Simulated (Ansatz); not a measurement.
Computed with Ansatz on PBE0-D4/def2-TZVP structures; ΔE is electronic, products minus reactants. CBS: MP2 limit from def2 TZ/QZ plus the TZ coupled-cluster correction, frozen cores. Functionals use def2-TZVPP. B3LYP here is the variant with VWN-RPA as its local correlation; programs differ in this. For Ge outer-core shells are correlated without core-valence functions, which leaves a few kJ/mol of doubt a bond. Scalar relativity is left out up to krypton. One conformer a species, not always the lowest.

Consider the redistribution: `[AlH2][SiH]([SiH3])[SiH3]` + `O[SiH](Cl)[GeH3]` → `[AlH2][SiH]([SiH3])Cl` + `O[SiH]([SiH3])[GeH3]`.

**Question.** Is it downhill or uphill in electronic energy at CCSD(T)/CBS, and by how much? (Estimate.)

**Answer.** The calculation gave: Uphill: ΔE = +10.3 kcal/mol.

**Question.** What do these levels give: r2SCAN-D4, B3LYP-D4, B2PLYP, PBE, r2SCAN, CCSD/def2-TZVPP? (An estimate is asked.)

**Answer.** Ansatz gave: r2SCAN-D4 11.1, B3LYP-D4 9.3, B2PLYP 9.8, PBE 9.9, r2SCAN 11.0, CCSD/def2-TZVPP 10.1 kcal/mol.

Largest T1 diagnostic among the species: 0.014.

In def2-TZVPP, CCSD(T) changes the Hartree–Fock value by +2.2 kcal/mol (the triples alone add +0.5 kcal/mol) and MP2 by +3.1 kcal/mol.
